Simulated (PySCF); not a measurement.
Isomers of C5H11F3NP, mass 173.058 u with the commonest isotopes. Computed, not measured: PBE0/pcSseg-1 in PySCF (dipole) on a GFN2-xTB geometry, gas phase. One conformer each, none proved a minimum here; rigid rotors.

Question: Order these by rotational constant A, smallest first.
A. `[CH3:1][P:2]([CH3:3])(=[NH:4])[CH2:5][CH2:6][C:7]([F:8])([F:9])[F:10]` with C1–P2–C5–C6 110°, P2–C5–C6–C7 -78°
B. `[CH3:1][CH2:2][CH2:3][P@@:4]([CH3:5])(=[NH:6])[C:7]([F:8])([F:9])[F:10]` with C1–C2–C3–P4 172°, C2–C3–P4–C5 178°
C. `[CH3:1][NH:2][P:3]([CH:4]([CH3:5])[CH3:6])[C:7]([F:8])([F:9])[F:10]` with C1–N2–P3–C4 -169°, N2–P3–C4–C5 69°
D. `[CH3:1][N:2]([CH3:3])[CH2:4][P:5]([CH3:6])[C:7]([F:8])([F:9])[F:10]` with C1–N2–C4–P5 70°, N2–C4–P5–C6 64°

Answer: C (1272 MHz), B (1481 MHz), D (2049 MHz), A (2126 MHz).

Question: Order these by dipole moment, largest first.
A. `[CH3:1][CH2:2][CH2:3][P@@:4]([CH3:5])(=[NH:6])[C:7]([F:8])([F:9])[F:10]` with C1–C2–C3–P4 172°, C2–C3–P4–C5 178°
B. `[CH3:1][P:2]([CH3:3])(=[NH:4])[CH2:5][CH2:6][C:7]([F:8])([F:9])[F:10]` with C1–P2–C5–C6 110°, P2–C5–C6–C7 -78°
C. `[CH3:1][NH:2][P:3]([CH:4]([CH3:5])[CH3:6])[C:7]([F:8])([F:9])[F:10]` with C1–N2–P3–C4 -169°, N2–P3–C4–C5 69°

Answer: B (3.24 D), A (2.91 D), C (2.21 D).

Question: Order these by rotational constant C, smallest first.
A. `[CH3:1][NH:2][P:3]([CH:4]([CH3:5])[CH3:6])[C:7]([F:8])([F:9])[F:10]` with C1–N2–P3–C4 -169°, N2–P3–C4–C5 69°
B. `[CH3:1][N:2]([CH3:3])[CH2:4][P:5]([CH3:6])[C:7]([F:8])([F:9])[F:10]` with C1–N2–C4–P5 70°, N2–C4–P5–C6 64°
C. `[CH3:1][P:2]([CH3:3])(=[NH:4])[CH2:5][CH2:6][C:7]([F:8])([F:9])[F:10]` with C1–P2–C5–C6 110°, P2–C5–C6–C7 -78°
D. `[CH3:1][CH2:2][CH2:3][P@@:4]([CH3:5])(=[NH:6])[C:7]([F:8])([F:9])[F:10]` with C1–C2–C3–P4 172°, C2–C3–P4–C5 178°

Answer: B (605.6 MHz), C (659.4 MHz), A (683.7 MHz), D (703.0 MHz).

```csv
SMILES,point group,Ia (u·Å²),Ib (u·Å²),Ic (u·Å²),κ,μa (D),μb (D),μc (D)
CP(C)(=N)CCC(F)(F)F,C1,237.72,759.17,766.39,-0.99,0.96,0.91,2.96
CCC[P@@](C)(=N)C(F)(F)F,C1,341.32,614.74,718.87,-0.69,0.23,1.43,2.53
CN(C)CP(C)C(F)(F)F,C1,246.68,799.19,834.51,-0.96,2.81,0.20,0.64
CNP(C(C)C)C(F)(F)F,C1,397.33,475.09,739.22,0.29,1.50,1.34,0.92
```
